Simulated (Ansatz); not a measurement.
Start from `O[BH][GaH][GeH3]` and change one atom or group to get `O[BH][GaH2]`.

Ansatz, PBE0-D4/def2-TZVP geometries, multiplicity 1. Each molecule was computed in one conformer, which needn't be the lowest.

Scalar relativity is left out up to krypton.

| property | `O[BH][GaH][GeH3]` |
| --- | --- |
| HOMO energy (B3LYP/def2-TZVPP) / eV | -6.68 |
| ideal-gas entropy at 298 K and 1 bar (rigid rotor, harmonic PBE0-D4/def2-TZVP) / J/(mol·K) | 391 |
| HOMO–LUMO gap (B3LYP/def2-TZVPP) / eV | 4.54 |
| HOMO energy (PBE0/def2-TZVPP) / eV | -6.87 |
| LUMO energy (PBE/def2-TZVPP) / eV | -2.67 |
| size of the dipole moment (B3LYP/def2-TZVPP) / D | 2.72 |

(1) Give the same properties after the change, and the shifts. (Estimate.)

Answers

(1) Computed: 
```tsv
property	`O[BH][GaH2]`	shift
HOMO energy (B3LYP/def2-TZVPP) / eV	-6.94	-0.26
ideal-gas entropy at 298 K and 1 bar (rigid rotor, harmonic PBE0-D4/def2-TZVP) / J/(mol·K)	303	-88
HOMO–LUMO gap (B3LYP/def2-TZVPP) / eV	5.09	0.55
HOMO energy (PBE0/def2-TZVPP) / eV	-7.11	-0.24
LUMO energy (PBE/def2-TZVPP) / eV	-2.39	0.28
size of the dipole moment (B3LYP/def2-TZVPP) / D	2.32	-0.40
```

With PBE0 the HOMO falls by 0.24 eV and the LUMO rises by 0.32 eV, so the gap widens by about 0.56 eV. PBE moves the HOMO by -0.13 eV and ωB97M-V by -0.38 eV. The zero-point energy changes by -43.9 kJ/mol with -9 modes. Dipoles are sizes alone; their direction can turn. Modes under 60 cm⁻¹, often nearly free rotors, make the harmonic entropy too high.

B3LYP here is the variant with VWN-RPA as its local correlation; programs differ in this.
